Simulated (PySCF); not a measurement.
C3H7BO2. Atoms are numbered in the order given.

```xyz
13

O      2.2405     0.9623     0.1623
B      1.0140     0.4277    -0.0053
C     -0.4332     1.0596     0.0947
C     -0.9028    -0.4133     0.3256
O     -2.0339    -0.8619    -0.3818
C      0.4209    -1.0340    -0.1917
H      2.9501     0.3085     0.1036
H     -0.7024     1.8230     0.8400
H     -0.7771     1.3894    -0.9025
H     -1.0081    -0.6061     1.4129
H     -2.7918    -0.3354    -0.0942
H      0.2906    -1.2644    -1.2647
H      0.8067    -1.9312     0.3157
```

Geometry: B3LYP-D3(BJ)/def2-SVP. This is a generated structure with no PubChem entry under its InChIKey; it may be hypothetical. The values are those of a single conformer.

These are PySCF with M06-2X/def2-TZVP values and carry that method's errors.

ESP charges are fitted to the potential on shells at 1.4 to 2.0 van der Waals radii. Atomic charges (e):

```json
[
 {"atom": "O1", "IAO": "-0.52", "ESP fit": "-0.64"},
 {"atom": "B2", "IAO": "0.45", "ESP fit": "[?]"},
 {"atom": "C3", "IAO": "-0.47", "ESP fit": "[?]"},
 {"atom": "C4", "IAO": "0.13", "ESP fit": "[?]"},
 {"atom": "O5", "IAO": "-0.56", "ESP fit": "-0.63"},
 {"atom": "C6", "IAO": "-0.46", "ESP fit": "[?]"},
 {"atom": "H7", "IAO": "0.38", "ESP fit": "0.41"},
 {"atom": "H8", "IAO": "0.14", "ESP fit": "0.13"},
 {"atom": "H9", "IAO": "0.16", "ESP fit": "0.14"},
 {"atom": "H10", "IAO": "0.11", "ESP fit": "[?]"},
 {"atom": "H11", "IAO": "0.35", "ESP fit": "0.38"},
 {"atom": "H12", "IAO": "0.16", "ESP fit": "0.21"},
 {"atom": "H13", "IAO": "0.14", "ESP fit": "0.17"}
]
```

### Question
Fill in the missing entries. (An estimate is asked for; the answer gives what the named calculation found.)

### Answer

- B2, ESP fit: 0.59
- C3, ESP fit: -0.52
- C4, ESP fit: 0.45
- C6, ESP fit: -0.69
- H10, ESP fit: 0.01

### Question
Give the Mayer and Wiberg (Löwdin basis) orders of the bonds. (Estimate from the structure and the level; the computed values follow.)

### Answer

```tsv
bond	Mayer	Wiberg
O1–B2	1.41	2.05
B2–C3	1.00	1.18
C3–C4	0.92	1.10
C4–O5	1.04	1.58
B2–C6	1.01	1.18
C4–C6	0.90	1.10
O1–H7	0.87	0.93
C3–H8	0.96	0.85
C3–H9	0.93	0.80
C4–H10	1.01	0.83
O5–H11	0.90	1.02
C6–H12	0.94	0.80
C6–H13	0.96	0.85
```
